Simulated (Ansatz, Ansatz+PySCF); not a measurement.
```xyz
10

N     1.1082    0.1316   -0.0333
C     0.2081    0.7947   -0.8104
C    -1.0395    0.3552   -0.4838
C    -0.8830   -0.6221    0.5451
C     0.4522   -0.7297    0.7927
H     2.0953    0.2651   -0.0563
H     0.5242    1.5255   -1.5374
H    -1.9642    0.6898   -0.9261
H    -1.6662   -1.1751    1.0396
H     0.9854   -1.3538    1.4914
```

Basis set: def2-SVP (spherical functions). Correlated methods keep 5 orbitals frozen. Charge 0, multiplicity 3.

Computed with Ansatz (development build ahead of 0.2.0); each method stands on the lowest determinant of its kind that the runs found.

**Question.** Give the atomization energy at this shape (free ground-state atoms in the same class of orbitals less the molecule, no zero-point energy) of triplet C4H5N by UHF-MP2, UHF.

**Answer.**

```tsv
method	atomization energy
UHF-MP2	3843.7 kJ/mol
UHF	2909.7 kJ/mol
```

Caution: another spin multiplicity may lie lower; the determinant breaks the point group; the shape is not the minimum; the unrestricted determinant is spin contaminated.
